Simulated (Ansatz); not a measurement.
Stepwise reaction of `C[O][Mg][O]C` with hydrogen fluoride, as a gas-phase model of exchange steps in deposition or etching. ΔE in kJ/mol.

Program: Ansatz. Geometries: PBE0-D4/def2-TZVP. ΔE: electronic, gas phase. CCSD(T)/CBS is the MP2 limit (def2-TZVPP, def2-QZVPP) plus CCSD(T) − MP2 in def2-TZVPP, frozen cores. This one scheme is used for every species. DFT in def2-TZVPP. B3LYP here is the variant with VWN-RPA as its local correlation; programs differ in this. For Mg outer-core shells are correlated without core-valence functions, which leaves a few kJ/mol of doubt a bond. Each species was taken in one conformer, which may not be the lowest.

```
step                                      reaction  PBE-D4  B3LYP-D4  ωB97M-V  CCSD(T)/CBS
   1  `C[O][Mg][O]C` + H–F → `C[O][Mg][F]` + CH₃OH   -65.3     -64.2    -64.7        -58.2
   2    `C[O][Mg][F]` + H–F → `[F][Mg][F]` + CH₃OH   -62.3     -60.7    -61.4        -56.1
```

(1) By hand: ΔE of the 2 steps together at CCSD(T)/CBS.

## Answers

(1) (-58.2) + (-56.1) = -114.3 kJ/mol, or -57.2 kJ/mol a step.

In ΔE the steps differ by no more than 2.1 kJ/mol. All are downhill at CCSD(T)/CBS. PBE-D4 differs from CCSD(T)/CBS by -7.1 to -6.2 kJ/mol a step. Isolated molecules leave out the surface, adducts and barriers. Largest T1 diagnostic: 0.012.
